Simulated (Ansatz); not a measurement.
The geometry has D3h symmetry (within 0.05 Å) and had no frequency check at the DFT level, so a distortion to lower symmetry isn't ruled out.

Species: boron phosphide flake of 1 rings (benzene shape) `B1PBPBP1` (charge 0, multiplicity 1).

**Question.** Give a relaxed geometry from B3LYP-D3(BJ)/def2-SVP run with Ansatz (a quantum-chemistry and plane-wave program).

**Answer.** the end point of this relaxation (outside a Z-matrix the atoms follow the SMILES, hydrogens last).
Bonded distances (Å): B1–P2 1.836, B1–P6 1.836, B1–H7 1.200, P2–B3 1.836, P2–H8 1.407, B3–P4 1.836, B3–H9 1.200, P4–B5 1.836, P4–H10 1.407, B5–P6 1.836, B5–H11 1.200, P6–H12 1.407. Bond angles (°): P2–B1–P6 115.3, P2–B1–H7 122.3, P6–B1–H7 122.3, B1–P2–B3 124.7, B1–P2–H8 117.7, B3–P2–H8 117.7, P2–B3–P4 115.3, P2–B3–H9 122.3, P4–B3–H9 122.3, B3–P4–B5 124.7, B3–P4–H10 117.7, B5–P4–H10 117.7, P4–B5–P6 115.3, P4–B5–H11 122.3, P6–B5–H11 122.3, B1–P6–B5 124.7, B1–P6–H12 117.7, B5–P6–H12 117.7.
